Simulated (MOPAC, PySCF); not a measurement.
C6H6N2, SMILES `c1cc2[nH]ccc2[nH]1`, neutral singlet in the gas phase. 

Cartesian coordinates (Å):
SMILES: c1cc2[nH]ccc2[nH]1
```xyz
14

C     -2.1326     0.0360     0.0528
C     -1.3729    -1.1269     0.1996
C     -0.0147    -0.6991     0.1011
N      1.2968    -1.1299     0.1274
C      2.1326    -0.0360    -0.0528
C      1.3729     1.1269    -0.1996
C      0.0147     0.6991    -0.1011
N     -1.2968     1.1299    -0.1274
H     -3.2208     0.1618     0.0643
H     -1.7722    -2.1344     0.3556
H      1.6121    -2.0878     0.2568
H      3.2208    -0.1618    -0.0643
H      1.7722     2.1344    -0.3556
H     -1.6121     2.0878    -0.2568
```
Charge 0, multiplicity 1.

All levels are single points at this geometry (PBE-D3(BJ)/def2-SVP); Pople sets use spherical d functions. Orbital energies aren't observables, and empty levels follow the basis.

PM3 in MOPAC gives dipole (D) = 0.00.

Problem. Estimate the dipole (D) from each of these levels: PBE-D3(BJ)/def2-TZVP in PySCF; B3LYP/3-21G in PySCF; PBE/6-31G* in PySCF; HF/6-31G* in PySCF; HF/STO-3G in PySCF; AM1 in MOPAC; PM6 in MOPAC; PM7 in MOPAC.

Solution. 
```
level                          dipole (D)
-----------------------------  ----------
PBE-D3(BJ)/def2-TZVP in PySCF        0.00
B3LYP/3-21G in PySCF                 0.00
PBE/6-31G* in PySCF                  0.00
HF/6-31G* in PySCF                   0.00
HF/STO-3G in PySCF                   0.00
AM1 in MOPAC                         0.00
PM6 in MOPAC                         0.00
PM7 in MOPAC                         0.00
```
